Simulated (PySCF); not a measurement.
PySCF input file for Al(H)(F)(OEt) (C₂H₆AlFO), SMILES CC[O][AlH][F], TDA-ωB97X/def2-SVPD. The structure is a stationary point at B3LYP-D3(BJ)/def2-SVP. The structure was generated by enumeration; whether it is a known compound was not checked. One conformer was computed; it need not be the lowest.

```python
import numpy as np
from pyscf import gto, scf, dft, tdscf

mol = gto.M(
    atom='''
    Al   -0.44719859   -1.07435221    0.00000000
    H    -2.01234051   -1.02621223    0.00000000
    F     0.28942734   -2.56506794   -0.00000000
    O     0.57064555    0.25997546    0.00000000
    C     0.72847489    1.64880464   -0.00000000
    C    -0.59350825    2.40443259   -0.00000000
    H     1.32480562    1.94027359   -0.88506179
    H     1.32480561    1.94027359    0.88506179
    H    -1.19057563    2.15284793   -0.89203102
    H    -0.42234816    3.49293234    0.00000000
    H    -1.19057564    2.15284793    0.89203101
    ''',
    basis='def2-SVPD',
    charge=0,
    spin=0,
    symmetry=True,
    max_memory=1600,
    verbose=4,
)
mf = dft.RKS(mol, xc='wb97x').density_fit(auxbasis='def2-universal-jkfit')
mf.grids.level = 3
mf.conv_tol = 1e-9
mf.max_cycle = 100
mf.kernel()
mf.grids = dft.Grids(mol).set(level=1).build(with_non0tab=True)  # coarser grid for the response kernel
td = tdscf.TDA(mf)
td.singlet = True
td.nstates = 10
td.conv_tol = 1e-4
td.positive_eig_threshold = 1e-6
td.kernel(x0=td.get_init_guess(mf, 15))
td.analyze()
tt = tdscf.TDA(mf)
tt.singlet = False
tt.nstates = 4
tt.conv_tol = 1e-4
tt.positive_eig_threshold = 1e-6
tt.kernel(x0=tt.get_init_guess(mf, 9))
tt.analyze(verbose=3)
```

Program output:

```
PySCF version 2.14.0

[INPUT] verbose = 4
[INPUT] num. atoms = 11
[INPUT] num. electrons = 48
[INPUT] charge = 0
[INPUT] spin (= nelec alpha-beta = 2S) = 0
[INPUT] symmetry True subgroup None
[INPUT] Mole.unit = angstrom
[INPUT] Symbol           X                Y                Z      unit          X                Y                Z       unit  Magmom
[INPUT]  1 Al    -0.447198590000  -1.074352210000   0.000000000000 AA   -0.845082858392  -2.030231438221   0.000000000000 Bohr   0.0
[INPUT]  2 H     -2.012340510000  -1.026212230000   0.000000000000 AA   -3.802772433268  -1.939260060379   0.000000000000 Bohr   0.0
[INPUT]  3 F      0.289427340000  -2.565067940000   0.000000000000 AA    0.546938405561  -4.847275897502   0.000000000000 Bohr   0.0
[INPUT]  4 O      0.570645550000   0.259975460000   0.000000000000 AA    1.078363803702   0.491282418508   0.000000000000 Bohr   0.0
[INPUT]  5 C      0.728474890000   1.648804640000   0.000000000000 AA    1.376618030723   3.115789202512   0.000000000000 Bohr   0.0
[INPUT]  6 C     -0.593508250000   2.404432590000   0.000000000000 AA   -1.121568045170   4.543719080079   0.000000000000 Bohr   0.0
[INPUT]  7 H      1.324805620000   1.940273590000  -0.885061790000 AA    2.503519790085   3.666585691827  -1.672524386417 Bohr   0.0
[INPUT]  8 H      1.324805610000   1.940273590000   0.885061790000 AA    2.503519771187   3.666585691827   1.672524386417 Bohr   0.0
[INPUT]  9 H     -1.190575630000   2.152847930000  -0.892031020000 AA   -2.249861871282   4.068292975537  -1.685694322416 Bohr   0.0
[INPUT] 10 H     -0.422348160000   3.492932340000   0.000000000000 AA   -0.798122351614   6.600685494236   0.000000000000 Bohr   0.0
[INPUT] 11 H     -1.190575640000   2.152847930000   0.892031010000 AA   -2.249861890179   4.068292975537   1.685694303519 Bohr   0.0

nuclear repulsion = 219.231301224032
point group symmetry = Cs
symmetry origin: [-3.14954355e-09  7.87385786e-10 -3.93692944e-10]
symmetry axis x: [ 1.00000000e+00 -8.89785052e-10 -3.14126952e-10]
symmetry axis y: [-8.89785052e-10 -1.00000000e+00  1.41026629e-10]
symmetry axis z: [3.14126952e-10 1.41026641e-10 1.00000000e+00]
num. orbitals of irrep A' = 105
num. orbitals of irrep A" = 53
number of shells = 68
number of NR pGTOs = 228
number of NR cGTOs = 158
basis = def2-SVPD
ecp = {}


[settings echo left out]
init E= -497.222776407594
HOMO (A") = -0.356248208867032  LUMO (A') = -0.0363490001664721  gap/eV = 8.70490
cycle= 1 E= -496.971701838901  delta_E= 0.251  |g|= 0.864  |ddm|= 4.22
HOMO (A') = -0.267838895335248  LUMO (A") = 0.0508407734962399  gap/eV = 8.67172
cycle= 2 E= -496.931954800837  delta_E= 0.0397  |g|= 1.05  |ddm|= 2.21
HOMO (A') = -0.403125436211615  LUMO (A") = 0.0445546231828868  gap/eV = 12.18199
cycle= 3 E= -497.119338995109  delta_E= -0.187  |g|= 0.0443  |ddm|= 1.08
HOMO (A") = -0.395596682804845  LUMO (A") = 0.0516589130323752  gap/eV = 12.17044
cycle= 4 E= -497.119970574632  delta_E= -0.000632  |g|= 0.0266  |ddm|= 0.112
HOMO (A') = -0.399558244792816  LUMO (A") = 0.0517559430799759  gap/eV = 12.28088
cycle= 5 E= -497.120134511888  delta_E= -0.000164  |g|= 0.00816  |ddm|= 0.0374
HOMO (A') = -0.398800186574406  LUMO (A") = 0.0516238492667895  gap/eV = 12.25666
cycle= 6 E= -497.120148951236  delta_E= -1.44e-05  |g|= 0.00289  |ddm|= 0.0133
HOMO (A') = -0.398969172821985  LUMO (A") = 0.0515409016797359  gap/eV = 12.25900
cycle= 7 E= -497.12015087258  delta_E= -1.92e-06  |g|= 0.000481  |ddm|= 0.00483
HOMO (A') = -0.398969146231295  LUMO (A") = 0.0515615850498996  gap/eV = 12.25957
cycle= 8 E= -497.120151014598  delta_E= -1.42e-07  |g|= 9.7e-05  |ddm|= 0.00219
HOMO (A') = -0.398970634337807  LUMO (A") = 0.0515621613761295  gap/eV = 12.25962
cycle= 9 E= -497.120151021622  delta_E= -7.02e-09  |g|= 3.07e-05  |ddm|= 0.000434
HOMO (A') = -0.398976200324968  LUMO (A") = 0.051563101579486  gap/eV = 12.25980
cycle= 10 E= -497.120151022175  delta_E= -5.53e-10  |g|= 1.24e-05  |ddm|= 8.65e-05
HOMO (A') = -0.398975480583523  LUMO (A") = 0.0515628253830664  gap/eV = 12.25977
Extra cycle  E= -497.12015102224  delta_E= -6.57e-11  |g|= 8.25e-06  |ddm|= 3.67e-05
converged SCF energy = -497.12015102224
tot grids = 42024
Overwritten attributes  positive_eig_threshold  of <class 'pyscf.tdscf.rks.TDA'>


******** <class 'pyscf.tdscf.rks.TDA'> for <class 'pyscf.df.df_jk.DFSymAdaptedRKS'> ********
nstates = 10 singlet
deg_eia_thresh = 1.000e-03
wfnsym = None
conv_tol = 0.0001
eigh lindep = 1e-12
eigh level_shift = 0
eigh max_cycle = 100


Excitation energies (eV)
[7.0159079  7.46799866 7.47315014 7.68574493 8.46312539 8.67138002
 8.75347259 9.21451137 9.37260666 9.4662994 ]

** Singlet excitation energies and oscillator strengths **
Excited State   1:   A"      7.01591 eV    176.72 nm  f=0.0137
      24 -> 25       -0.68098
Excited State   2:   A"      7.46800 eV    166.02 nm  f=0.0164
      23 -> 26       -0.60922
      23 -> 27        0.12857
      23 -> 28        0.24413
      23 -> 34        0.10240
Excited State   3:   A'      7.47315 eV    165.91 nm  f=0.0319
      23 -> 25        0.36618
      24 -> 26       -0.50840
      24 -> 27        0.10617
      24 -> 28        0.24962
Excited State   4:   A'      7.68574 eV    161.32 nm  f=0.0989
      23 -> 25        0.55721
      24 -> 26        0.33989
      24 -> 27       -0.16117
Excited State   5:   A"      8.46313 eV    146.50 nm  f=0.1276
      22 -> 25        0.67195
      23 -> 26       -0.10373
Excited State   6:   A"      8.67138 eV    142.98 nm  f=0.0098
      23 -> 27        0.60292
      23 -> 28       -0.20334
      23 -> 29       -0.20091
Excited State   7:   A'      8.75347 eV    141.64 nm  f=0.0259
      22 -> 26       -0.17686
      24 -> 27        0.60050
      24 -> 28       -0.19252
      24 -> 30        0.11194
Excited State   8:   A'      9.21451 eV    134.55 nm  f=0.0941
      19 -> 26       -0.11192
      22 -> 26        0.39354
      22 -> 27       -0.25990
      24 -> 26        0.20491
      24 -> 27        0.20138
      24 -> 28        0.22435
      24 -> 29       -0.27011
Excited State   9:   A"      9.37261 eV    132.28 nm  f=0.0658
      23 -> 28       -0.34296
      23 -> 29        0.53351
      23 -> 37       -0.16751
Excited State  10:   A'      9.46630 eV    130.97 nm  f=0.5322
      22 -> 26       -0.32038
      22 -> 27        0.21306
      22 -> 28        0.29249
      24 -> 28        0.39537
      24 -> 29       -0.16336
      24 -> 30       -0.11091

** Transition electric dipole moments (AU) **
state          X           Y           Z        Dip. S.      Osc.
  1         0.0000     -0.0000     -0.2823      0.0797      0.0137
  2         0.0000      0.0000      0.2990      0.0894      0.0164
  3         0.1962     -0.3688      0.0000      0.1745      0.0319
  4        -0.5829     -0.4306     -0.0000      0.5251      0.0989
  5         0.0000     -0.0000      0.7846      0.6155      0.1276
  6         0.0000      0.0000      0.2148      0.0461      0.0098
  7         0.2705     -0.2179      0.0000      0.1207      0.0259
  8        -0.1502      0.6279     -0.0000      0.4169      0.0941
  9         0.0000     -0.0000     -0.5354      0.2867      0.0658
 10         1.1566      0.9783      0.0000      2.2947      0.5322

** Transition velocity dipole moments (imaginary part, AU) **
state          X           Y           Z        Dip. S.      Osc.
  1         0.0000      0.0000     -0.0494      0.0024      0.0063
  2         0.0000      0.0000      0.0555      0.0031      0.0075
  3         0.0776     -0.0894      0.0000      0.0140      0.0340
  4        -0.1106     -0.1046      0.0000      0.0232      0.0547
  5         0.0000     -0.0000      0.1364      0.0186      0.0399
  6        -0.0000      0.0000      0.0701      0.0049      0.0103
  7         0.1065     -0.0502      0.0000      0.0139      0.0287
  8        -0.0208      0.1894     -0.0000      0.0363      0.0715
  9        -0.0000     -0.0000     -0.1412      0.0199      0.0386
 10         0.3348      0.3189      0.0000      0.2138      0.4097

** Transition magnetic dipole moments (imaginary part, AU) **
state          X           Y           Z
  1        -0.2717      0.8775      0.0000
  2         0.1797     -0.0573      0.0000
  3        -0.0000      0.0000     -0.1621
  4         0.0000     -0.0000      0.4139
  5         0.4497     -1.1569     -0.0000
  6        -0.4261      0.5609     -0.0000
  7        -0.0000      0.0000     -0.7870
  8        -0.0000      0.0000      1.2549
  9         0.3640     -0.1567      0.0000
 10        -0.0000     -0.0000     -0.2676


******** <class 'pyscf.tdscf.rks.TDA'> for <class 'pyscf.df.df_jk.DFSymAdaptedRKS'> ********
nstates = 4 triplet
deg_eia_thresh = 1.000e-03
wfnsym = None
conv_tol = 0.0001
eigh lindep = 1e-12
eigh level_shift = 0
eigh max_cycle = 100


Excitation energies (eV)
[6.75031893 6.9910947  7.07441466 7.29337553]

** Triplet excitation energies and oscillator strengths **
Excited State   1:   A"      6.75032 eV    183.67 nm  f=0.0000
Excited State   2:   A'      6.99109 eV    177.35 nm  f=0.0000
Excited State   3:   A'      7.07441 eV    175.26 nm  f=0.0000
Excited State   4:   A"      7.29338 eV    170.00 nm  f=0.0000
```

The calculation finished and met its thresholds.
